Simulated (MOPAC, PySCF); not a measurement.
[Cd(Cl)2], neutral singlet in the gas phase. 

Cartesian coordinates (Å):
```xyz
3

Cd     0.0000     0.0000     0.0000
Cl     1.1573    -0.6271     1.8731
Cl    -1.1573     0.6272    -1.8731
```
Charge 0, spin multiplicity 1.

All levels are single points at this geometry (TPSS-D3(BJ)/def2-SVP); Pople sets use spherical d functions. Orbital energies aren't observables, and empty levels follow the basis.

SVWN5/6-31G* (LANL2DZ on Cd) in PySCF gives dipole (D) = 0.00.

### Question
Estimate the dipole (D) from each of these levels: TPSSh-D3(BJ)/def2-TZVP in PySCF; B3LYP/6-31G* (LANL2DZ on Cd) in PySCF; M06-2X/6-31G* (LANL2DZ on Cd) in PySCF; PM3 in MOPAC; PM7 in MOPAC.

### Answer

```tsv
level	dipole (D)
TPSSh-D3(BJ)/def2-TZVP in PySCF	0.00
B3LYP/6-31G* (LANL2DZ on Cd) in PySCF	0.00
M06-2X/6-31G* (LANL2DZ on Cd) in PySCF	0.00
PM3 in MOPAC	0.00
PM7 in MOPAC	0.00
```
